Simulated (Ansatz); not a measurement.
C2H3FSn, SMILES `F[C]1=[CH][SnH2]1`. Charge 0, multiplicity 1. Sn takes the def2 core potential.

Cartesian coordinates in Å:
```
F -0.662 2.202 0.647
C -0.293 0.960 0.358
C -0.023 -0.088 1.113
Sn 0.210 -0.592 -0.934
H -0.002 -0.312 2.174
H -0.993 -1.482 -1.738
H 1.762 -0.688 -1.620
```

Task: List the harmonic frequencies (cm⁻¹, unscaled) at PBE0-D4/def2-TZVP in Ansatz. (Estimate.)

Result: Computed: 249, 298, 430, 439, 456, 530, 607, 691, 808, 975, 1132, 1658, 1954, 1957, 3208.

Task: Is this a minimum?

Result: Yes, all 15 modes are real.

Task: Give the ideal-gas thermochemistry at 298.15 K and 1 bar (rigid rotor, harmonic oscillator; point group Cs, symmetry number 1).

Result: Zero-point energy 92.1 kJ/mol; H(298) − E = 108.1 kJ/mol; entropy 312.1 J/(mol·K), of which translation 172.5, rotation 108.9, vibration 30.7; G(298) − E = 15.1 kJ/mol.

Task: And at 400, 500, 600, 800 and 1000 K?

Result: 
```csv
T (K),H − E (kJ/mol),S (J/mol/K),G − E (kJ/mol)
400,117.4,338.7,-18.1
500,127.6,361.6,-53.1
600,138.8,381.9,-90.3
800,163.1,416.7,-170.3
1000,189.2,445.9,-256.6
```

Task: Rotational constants (cm⁻¹)?

Result: 0.4914, 0.07309, 0.06568.
